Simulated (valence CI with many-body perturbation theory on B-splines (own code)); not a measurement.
**Ru¹²⁺: what each term of the Hamiltonian does**

Computed by valence CI with perturbative core correlation (CI+MBPT): four valence electrons over a frozen Dirac-Fock core [Ar] 3d10, a basis of 11 s, 11 p, 9 d, 7 f, 5 g, 2 h, 1 i functions for each j, with the one-electron correlation potential Σ1 (screened to all orders), the two-electron term Σ2, the three-electron term Σ3, Breit, model QED; selected single and double excitations, second order for the rest, scaled by the run's own slope (own B-spline code, finite nucleus).

No measured spectrum was set against this ion. As an estimate, levels hold to about 250 cm⁻¹ or 0.2 % of their energy and the worst to 1 %, as in measured heavy ions of charge 2 to 7; those with d or f electrons hold less well.

Each rung adds one term. CI alone is the Dirac-Coulomb CI over the frozen core; QED comes last and gives the full result, which names the levels. Energies are above 4s2 4p2 3P_0 on the same rung, in cm⁻¹.

Names give the largest LS component (configuration and term), which can be under half, so a name can repeat, a term be missing and a line seem to break the LS rules; names also repeat where a configuration has a term twice.

| Level | CI alone | Σ1 | Σ2 | Σ3 | Breit | QED | Full |
| --- | --- | --- | --- | --- | --- | --- | --- |
| 4s2 4p2 3P_1 | 25681 | +445 | +283 | +33 | -514 | +70 | 25998 |
| 4s2 4p2 3P_2 | 37256 | +511 | +136 | +10 | -598 | +76 | 37392 |
| 4s2 4p2 1D_2 | 73826 | +957 | +194 | +1 | -1076 | +137 | 74039 |
| 4s2 4p2 1S_0 | 107752 | +1010 | -443 | -129 | -1027 | +122 | 107284 |
| 4s 4p3 5S°_2 | 238044 | +1257 | +3396 | +192 | -332 | -734 | 241824 |
| 4s 4p3 3D°_1 | 294062 | +1309 | +1179 | +78 | -283 | -708 | 295638 |
| 4s 4p3 3D°_2 | 296186 | +1401 | +1508 | +91 | -422 | -693 | 298070 |
| 4s 4p3 3D°_3 | 306514 | +1580 | +1651 | +105 | -676 | -667 | 308508 |
| 4s 4p3 3P°_0 | 335836 | +1637 | +612 | -1 | -588 | -677 | 336819 |
| 4s 4p3 3P°_1 | 339793 | +1714 | +525 | +14 | -701 | -661 | 340684 |
| 4s 4p3 3P°_2 | 343991 | +1765 | +510 | +39 | -794 | -632 | 344879 |
| 4s 4p3 1D°_2 | 381340 | +1928 | -846 | +58 | -1042 | -542 | 380896 |
| 4s 4p3 3S°_1 | 397257 | +1650 | -6715 | -97 | -436 | -732 | 390926 |
| 4s 4p3 1P°_1 | 437559 | +2179 | -5596 | -106 | -1048 | -625 | 432363 |
| 4s2 4p 4d 3F°_2 | 446791 | +1621 | -31 | +121 | -1095 | -16 | 447392 |
| 4s2 4p 4d 3F°_3 | 461642 | +1829 | +164 | +128 | -1417 | +35 | 462382 |
| 4s2 4p 4d 3P°_2 | 489588 | +1815 | -4034 | +2 | -1209 | -63 | 486099 |
| 4s2 4p 4d 3F°_4 | 485192 | +2204 | +543 | +145 | -1899 | +95 | 486279 |
| 4s2 4p 4d 3D°_1 | 500385 | +1796 | -4513 | -36 | -1102 | -33 | 496499 |

The middle columns are the shifts that each term adds.

How does the ionisation energy move along the ladder, and which term matters most?

CI alone 271.83, + Σ1 272.96, + Σ2 272.84, + Σ3 272.77, + Breit 272.60, + QED 272.62 eV. The largest step is Σ1, 1.13 eV. NIST lists 271 ± 3 eV (theoretical).
